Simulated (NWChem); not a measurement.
Molecule: C₄H₅N; SMILES C#C/C=N/C

Results from NWChem. Pople sets run with spherical d functions. All runs use the structure optimised with PBE0/def2-SVP. Vertical excitations in the gas phase; the lowest state need not have the same character in each row.

For level CAM-B3LYP/6-31G*, TDA:

- lowest excitation, singlet (eV) = 4.76
- lowest state with f > 0.02, singlet (eV) = 6.05
- oscillator strength of that bright state = 0.235
- orbital gap (eV) = 8.94

Q: What are these values for level B3LYP/6-31G*, TDA?

A: The lowest excitation, singlet (eV) comes out as 4.57 and the lowest state with f > 0.02, singlet (eV) is 5.91. The oscillator strength of that bright state is 0.262 and the orbital gap (eV) is 5.99.
